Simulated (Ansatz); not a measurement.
`O[SiH2][SiH2]CCl` and `ClC[SiH2]Cl` differ in one atom or group.

Ansatz, PBE0-D4/def2-TZVP geometries, multiplicity 1. Each molecule was computed in one conformer, which needn't be the lowest.

```csv
property,`O[SiH2][SiH2]CCl`
"ideal-gas entropy at 298 K and 1 bar (rigid rotor, harmonic PBE0-D4/def2-TZVP) / J/(mol·K)",397
HOMO–LUMO gap (ωB97M-V/def2-TZVPP) / eV,10.84
size of the dipole moment (ωB97M-V/def2-TZVPP) / D,1.54
LUMO energy (ωB97M-V/def2-TZVPP) / eV,0.98
HOMO–LUMO gap (PBE0/def2-TZVPP) / eV,7.09
HOMO energy (PBE0/def2-TZVPP) / eV,-7.77
```

(1) What does the change do to each property? (Best estimate.)

## Answers

(1) Ansatz gave: 
```tsv
property	`ClC[SiH2]Cl`	shift
ideal-gas entropy at 298 K and 1 bar (rigid rotor, harmonic PBE0-D4/def2-TZVP) / J/(mol·K)	331	-66
HOMO–LUMO gap (ωB97M-V/def2-TZVPP) / eV	12.43	1.59
size of the dipole moment (ωB97M-V/def2-TZVPP) / D	0.56	-0.98
LUMO energy (ωB97M-V/def2-TZVPP) / eV	1.82	0.84
HOMO–LUMO gap (PBE0/def2-TZVPP) / eV	8.26	1.17
HOMO energy (PBE0/def2-TZVPP) / eV	-8.37	-0.60
```

With PBE0 the HOMO falls by 0.60 eV and the LUMO rises by 0.56 eV, so the gap widens by about 1.16 eV. PBE moves the HOMO by -0.52 eV and ωB97M-V by -0.74 eV. The zero-point energy changes by -77.4 kJ/mol with -12 modes. Dipoles are sizes alone; their direction can turn. Modes under 60 cm⁻¹, often nearly free rotors, make the harmonic entropy too high.
